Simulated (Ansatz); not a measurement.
Reaction (formal exchange of groups at the Al–N bond): `B[NH][Al]([CH3])[CH3]` + `C=CC(=N)F` → `C=[CH][Al]([CH3])[CH3]` + `BNC(=N)F`

Isolated molecules relaxed with PBE0-D4/def2-TZVP in Ansatz; ΔE leaves out vibrations. CBS: MP2 limit from def2 TZ/QZ plus the TZ coupled-cluster correction, frozen cores. Functionals use def2-TZVPP. B3LYP here is the variant with VWN-RPA as its local correlation; programs differ in this. Each species was taken in one conformer, which may not be the lowest.

(1) Is it downhill or uphill in electronic energy at CCSD(T)/CBS, and by how much? (Estimate.)

(2) What do these levels give: PBE0-D4, B3LYP-D4, ωB97X-V, ωB97M-V, MP2/def2-QZVPP, MP2/CBS(def2)? (An estimate is asked.)

Largest T1 diagnostic among the species: 0.014.

## Answers

(1) The calculation gave: Uphill: ΔE = +106.8 kJ/mol.

(2) Computed: PBE0-D4 98.2, B3LYP-D4 103.4, ωB97X-V 99.0, ωB97M-V 101.1, MP2/def2-QZVPP 108.7, MP2/CBS(def2) 108.8 kJ/mol.

In def2-TZVPP, CCSD(T) changes the Hartree–Fock value by +7.6 kJ/mol (the triples alone add +1.0 kJ/mol) and MP2 by +9.6 kJ/mol.
